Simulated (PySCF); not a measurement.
PySCF input for Sb(H)(SiH3)2 (H7SbSi2), SMILES [SbH]([SiH3])[SiH3], r2SCAN-D4/def2-SVP. The structure is a stationary point at r2SCAN-D4/def2-SVP. The def2 effective core potentials stand for the cores of Sb; spin–orbit coupling is left out.

```python
import numpy as np
from pyscf import gto, scf, dft, df
from pyscf.hessian import thermo

mol = gto.M(
    atom='''
    Sb   -0.38401390   -0.49640361    0.40610457
    H    -0.93691849   -1.23935363   -1.04244224
    Si   -0.88409561    1.84887886   -0.56461506
    H    -0.44071816    1.98799885   -1.98491274
    H    -0.16381691    2.86082301    0.26712081
    H    -2.35096684    2.12231517   -0.48343764
    Si    2.02313437   -0.37490312   -0.53382221
    H     2.06278285    0.09313998   -1.95251797
    H     2.66261162   -1.72275717   -0.44782839
    H     2.80519232    0.57875767    0.31080693
    ''',
    basis='def2-SVP',
    ecp={'Sb': 'def2-svp'},
    charge=0,
    spin=0,
    max_memory=1600,
    verbose=3,
)
mf = dft.RKS(mol, xc='r2scan').density_fit(auxbasis='def2-universal-jkfit')
mf.disp = 'd4'
mf.grids.level = 4
mf.conv_tol = 1e-11
mf.max_cycle = 100
mf.kernel()

# [left out here: the lines that compute and print the analytic Hessian (its translational invariance restored by hand, since the grid's response is missing), thermochemistry and intensities]
```

It prints:

```
converged SCF energy = -823.290224128977

WARN: MGGA Hessian is sensitive to dft grids. grids.level 4 may not be dense enough.


WARN: DFTD4 does not support analytical Hessian, using finite difference.


WARN: Mole.unit (angstrom) is changed to Bohr

Mode                                 0                   1                   2
Irrep
Freq [cm^-1]                       73.4291             81.1880            112.5449
Reduced mass [au]                   1.0296              2.2825              1.3786
Force const [Dyne/A]                0.0033              0.0089              0.0103
Char temp [K]                     105.6482            116.8115            161.9271
Normal mode                   x     y     z       x     y     z       x     y     z
       0  Sb                -0.00 -0.00  0.00   -0.02 -0.02  0.01   -0.01 -0.01  0.02
       1   H                 0.01 -0.01  0.00   -0.02 -0.02  0.01    0.01  0.01  0.00
       2  Si                -0.00 -0.01 -0.02    0.09 -0.01 -0.02    0.05 -0.01 -0.03
       3   H                -0.35 -0.16 -0.14   -0.05 -0.11 -0.07    0.38  0.04  0.08
       4   H                 0.32 -0.03 -0.27    0.30 -0.06 -0.13   -0.20  0.01  0.16
       5   H                 0.05  0.16  0.34    0.13  0.17  0.13    0.02 -0.10 -0.37
       6  Si                 0.00  0.01  0.02   -0.03  0.09 -0.02   -0.03  0.05 -0.03
       7   H                 0.06  0.39  0.14   -0.10 -0.09 -0.08   -0.06  0.37  0.07
       8   H                -0.14 -0.08 -0.34    0.14  0.18  0.15   -0.09 -0.01 -0.36
       9   H                 0.10 -0.29  0.27   -0.14  0.29 -0.15    0.06 -0.18  0.15
Mode                                 3                   4                   5
Irrep
Freq [cm^-1]                      302.0195            305.7627            405.2780
Reduced mass [au]                   8.6648             10.0621              1.0379
Force const [Dyne/A]                0.4657              0.5543              0.1004
Char temp [K]                     434.5388            439.9244            583.1048
Normal mode                   x     y     z       x     y     z       x     y     z
       0  Sb                -0.02 -0.03  0.02   -0.03  0.02 -0.00   -0.00 -0.00 -0.00
       1   H                 0.03  0.04 -0.03   -0.00  0.00  0.00    0.51  0.26 -0.34
       2  Si                -0.03  0.10 -0.04    0.02 -0.10  0.04    0.00 -0.01  0.01
       3   H                -0.02  0.05 -0.04    0.02 -0.07  0.04   -0.00 -0.20 -0.01
       4   H                -0.03  0.13 -0.07    0.03 -0.12  0.06   -0.04  0.14 -0.13
       5   H                -0.03  0.11 -0.06    0.03 -0.08  0.05   -0.01 -0.04 -0.04
       6  Si                 0.11  0.00 -0.04    0.11  0.01 -0.04   -0.01  0.01  0.02
       7   H                 0.05 -0.00 -0.04    0.08  0.00 -0.04   -0.33 -0.15 -0.04
       8   H                 0.11  0.00 -0.06    0.08 -0.00 -0.05   -0.22 -0.09 -0.06
       9   H                 0.13  0.01 -0.07    0.13  0.00 -0.06    0.39 -0.05 -0.29
Mode                                 6                   7                   8
Irrep
Freq [cm^-1]                      405.9532            483.4809            547.7817
Reduced mass [au]                   1.0340              1.0882              1.1460
Force const [Dyne/A]                0.1004              0.1499              0.2026
Char temp [K]                     584.0762            695.6214            788.1359
Normal mode                   x     y     z       x     y     z       x     y     z
       0  Sb                 0.00 -0.00 -0.00   -0.00  0.00 -0.00   -0.00 -0.01  0.01
       1   H                -0.34  0.52 -0.14    0.11 -0.09  0.00    0.03  0.04 -0.03
       2  Si                 0.02 -0.00  0.02    0.03  0.00 -0.02    0.04  0.00 -0.02
       3   H                -0.07 -0.31 -0.04   -0.24  0.37 -0.07   -0.24  0.34 -0.07
       4   H                -0.17  0.38 -0.29   -0.13  0.02  0.09   -0.16  0.09  0.05
       5   H                -0.04 -0.30 -0.05   -0.03 -0.39  0.27   -0.03 -0.40  0.24
       6  Si                 0.00 -0.01 -0.01    0.00 -0.03  0.02   -0.01  0.04 -0.02
       7   H                 0.07  0.07  0.02   -0.42  0.13  0.06    0.40 -0.14 -0.07
       8   H                 0.18  0.07  0.01    0.37  0.13 -0.27   -0.38 -0.13  0.23
       9   H                -0.20  0.05  0.11   -0.05  0.12 -0.10    0.12 -0.13  0.05
Mode                                 9                  10                  11
Irrep
Freq [cm^-1]                      619.6276            622.4883            839.3435
Reduced mass [au]                   1.1018              1.0879              1.0888
Force const [Dyne/A]                0.2492              0.2484              0.4520
Char temp [K]                     891.5061            895.6220           1207.6285
Normal mode                   x     y     z       x     y     z       x     y     z
       0  Sb                -0.00 -0.00 -0.01    0.01 -0.00 -0.00    0.00 -0.00  0.00
       1   H                -0.36 -0.48  0.39   -0.59  0.44 -0.00    0.04 -0.03  0.00
       2  Si                 0.02  0.02  0.03   -0.01 -0.01 -0.03    0.01 -0.03  0.01
       3   H                -0.03 -0.23 -0.01    0.02  0.26  0.01   -0.12  0.36 -0.01
       4   H                -0.10  0.26 -0.18    0.09 -0.23  0.15   -0.16  0.31 -0.23
       5   H                -0.03 -0.19 -0.07    0.02  0.15  0.06    0.06  0.34 -0.13
       6  Si                 0.01  0.02  0.03    0.01  0.02  0.03    0.03  0.00 -0.01
       7   H                -0.21 -0.09 -0.02   -0.26 -0.09 -0.01   -0.38  0.02  0.00
       8   H                -0.17 -0.07 -0.07   -0.14 -0.06 -0.06   -0.32 -0.14  0.13
       9   H                 0.27 -0.03 -0.17    0.25 -0.03 -0.16   -0.34  0.08  0.22
Mode                                12                  13                  14
Irrep
Freq [cm^-1]                      876.3543            930.1578            935.4160
Reduced mass [au]                   1.0961              1.0364              1.0353
Force const [Dyne/A]                0.4960              0.5283              0.5338
Char temp [K]                    1260.8787           1338.2900           1345.8553
Normal mode                   x     y     z       x     y     z       x     y     z
       0  Sb                 0.00  0.00 -0.00   -0.00  0.00 -0.00    0.00  0.00 -0.00
       1   H                -0.01 -0.02  0.02    0.01 -0.01  0.00   -0.01 -0.02  0.01
       2  Si                 0.01 -0.04  0.01   -0.01  0.00  0.02    0.01 -0.00 -0.02
       3   H                -0.11  0.34  0.00    0.09  0.25  0.06   -0.09 -0.27 -0.07
       4   H                -0.17  0.29 -0.22    0.42 -0.05 -0.30   -0.42  0.04  0.31
       5   H                 0.06  0.38 -0.13   -0.07 -0.27 -0.25    0.07  0.25  0.25
       6  Si                -0.04 -0.00  0.01   -0.01  0.01 -0.02   -0.00  0.01 -0.02
       7   H                 0.36 -0.02  0.01   -0.22 -0.14 -0.06   -0.24 -0.13 -0.06
       8   H                 0.35  0.16 -0.13    0.24  0.14  0.26    0.22  0.13  0.27
       9   H                 0.33 -0.09 -0.21    0.16 -0.40  0.30    0.15 -0.39  0.30
Mode                                15                  16                  17
Irrep
Freq [cm^-1]                      935.5631            938.3079           1931.0364
Reduced mass [au]                   1.0339              1.0329              1.0160
Force const [Dyne/A]                0.5332              0.5358              2.2321
Char temp [K]                    1346.0669           1350.0162           2778.3314
Normal mode                   x     y     z       x     y     z       x     y     z
       0  Sb                 0.00 -0.00  0.00   -0.00 -0.00 -0.00    0.00  0.00  0.01
       1   H                -0.02  0.02 -0.00   -0.02 -0.02  0.01   -0.33 -0.44 -0.83
       2  Si                 0.02  0.01  0.01   -0.01 -0.01 -0.01   -0.00 -0.00 -0.00
       3   H                -0.48 -0.06 -0.15    0.46  0.07  0.15   -0.01 -0.00  0.01
       4   H                 0.02 -0.15  0.18   -0.02  0.14 -0.18    0.01  0.01  0.00
       5   H                -0.02 -0.01 -0.43    0.02 -0.00  0.43    0.00 -0.00 -0.00
       6  Si                -0.00 -0.02 -0.01   -0.00 -0.02 -0.01   -0.00 -0.00 -0.00
       7   H                -0.05  0.47  0.15   -0.05  0.48  0.15    0.00 -0.01  0.01
       8   H                -0.01  0.01  0.41   -0.02  0.01  0.43   -0.00  0.00 -0.00
       9   H                 0.14  0.04 -0.19    0.14  0.03 -0.19    0.01  0.01  0.01
Mode                                18                  19                  20
Irrep
Freq [cm^-1]                     2205.5850           2208.8835           2221.1015
Reduced mass [au]                   1.0188              1.0189              1.0516
Force const [Dyne/A]                2.9202              2.9289              3.0566
Char temp [K]                    3173.3457           3178.0916           3195.6706
Normal mode                   x     y     z       x     y     z       x     y     z
       0  Sb                 0.00 -0.00  0.00   -0.00 -0.00  0.00   -0.00  0.00 -0.00
       1   H                -0.00  0.00 -0.00    0.00  0.00  0.00   -0.00  0.00  0.00
       2  Si                 0.00  0.01 -0.01   -0.00  0.01 -0.01   -0.00  0.01  0.03
       3   H                -0.14 -0.03  0.44   -0.13 -0.03  0.41    0.15  0.04 -0.46
       4   H                -0.20 -0.26 -0.23   -0.19 -0.26 -0.22   -0.22 -0.30 -0.24
       5   H                 0.32 -0.05 -0.02    0.40 -0.06 -0.03    0.15 -0.02  0.00
       6  Si                -0.01 -0.00  0.01    0.01  0.00 -0.01   -0.01  0.00 -0.03
       7   H                -0.00  0.15 -0.46   -0.00 -0.14  0.41   -0.01 -0.16  0.47
       8   H                 0.13 -0.30  0.02   -0.16  0.36 -0.03    0.07 -0.16  0.00
       9   H                 0.20  0.26  0.23   -0.19 -0.24 -0.22    0.24  0.30  0.26
Mode                                21                  22                  23
Irrep
Freq [cm^-1]                     2223.3728           2224.7709           2225.4938
Reduced mass [au]                   1.0513              1.0518              1.0520
Force const [Dyne/A]                3.0619              3.0674              3.0700
Char temp [K]                    3198.9384           3200.9499           3201.9901
Normal mode                   x     y     z       x     y     z       x     y     z
       0  Sb                -0.00  0.00 -0.00    0.00  0.00  0.00    0.00  0.00  0.00
       1   H                 0.00  0.00  0.00   -0.00 -0.00 -0.01   -0.01 -0.01 -0.02
       2  Si                -0.03 -0.01 -0.00    0.03  0.00 -0.00   -0.00  0.01  0.03
       3   H                 0.02  0.01 -0.10   -0.06 -0.02  0.22    0.15  0.05 -0.48
       4   H                 0.17  0.25  0.21   -0.14 -0.21 -0.18   -0.23 -0.32 -0.26
       5   H                 0.60 -0.11 -0.04   -0.53  0.10  0.03    0.11 -0.02  0.00
       6  Si                -0.00  0.03  0.00   -0.00  0.03 -0.00    0.01  0.00  0.03
       7   H                -0.00 -0.03  0.12   -0.01 -0.06  0.21    0.01  0.15 -0.45
       8   H                 0.24 -0.51  0.03    0.25 -0.53  0.04   -0.02  0.06  0.00
       9   H                -0.16 -0.19 -0.18   -0.19 -0.22 -0.20   -0.25 -0.31 -0.27
temperature 298.1500 [K]
pressure 101325.00 [Pa]
Rotational constants [GHz] 3.23846 2.20498 1.37534
Symmetry number 1
Zero-point energy (ZPE) 0.05617 [Eh]   147469.292 [J/mol]
                           tot       elec      trans        rot        vib
Entropy [J/mol/K]       368.850      0.000    173.852    116.665     78.334
Cv [J/mol/K]            106.558      0.000     12.472     12.472     81.615
Cp [J/mol/K]            114.873      0.000     20.786     12.472     81.615
Internal energy [J/mol]                      3718.434   3718.434 159942.439
Internal energy [Eh]   -823.22647  -823.29022
Enthalpy [J/mol]                             6197.391   3718.434 159942.439
Enthalpy [Eh]          -823.22553
Gibbs free energy [J/mol]                  -45636.445 -31065.215 136587.185
Gibbs free energy [Eh] -823.26741
static polarisability / bohr^3: [[107.415 -10.231  -4.858]
 [-10.234 101.71   -6.781]
 [ -4.851  -6.775  82.93 ]]
largest difference of analytic and finite-field dipole derivatives / e: 0.0013090792193215517
mode   freq/cm-1   IR/(km/mol)   Raman/(A^4/amu)   depolarisation
   1       73.43         0.011             0.044            0.749
   2       81.19         0.418             2.788            0.619
   3      112.54         0.204             1.174            0.693
   4      302.02         0.504            31.522            0.083
   5      305.76         0.835            13.056            0.750
   6      405.28        13.006             2.186            0.095
   7      405.95         5.348             0.810            0.379
   8      483.48         2.629             0.812            0.750
   9      547.78         0.025            23.747            0.748
  10      619.63        14.602            28.942            0.749
  11      622.49        23.702            28.895            0.750
  12      839.34       442.157             5.504            0.750
  13      876.35       215.993             1.862            0.719
  14      930.16        21.948            26.076            0.750
  15      935.42        51.406            24.260            0.718
  16      935.56        18.923            31.000            0.750
  17      938.31        48.858            21.167            0.713
  18     1931.04       106.928           173.562            0.305
  19     2205.58        84.493             1.419            0.701
  20     2208.88        58.252           479.021            0.008
  21     2221.10        19.612             9.564            0.738
  22     2223.37        88.773            61.610            0.750
  23     2224.77        84.036           228.748            0.712
  24     2225.49       152.157           169.519            0.741
max |gradient| / (hartree/bohr): 0.00013531018393407238
APT charges: [ 0.1599 -0.1823  0.7267 -0.2483 -0.2279 -0.2382  0.7266 -0.2484 -0.2382
 -0.228 ]
```

Self-consistency was reached.

Cost: around 15 core-minutes (rough).
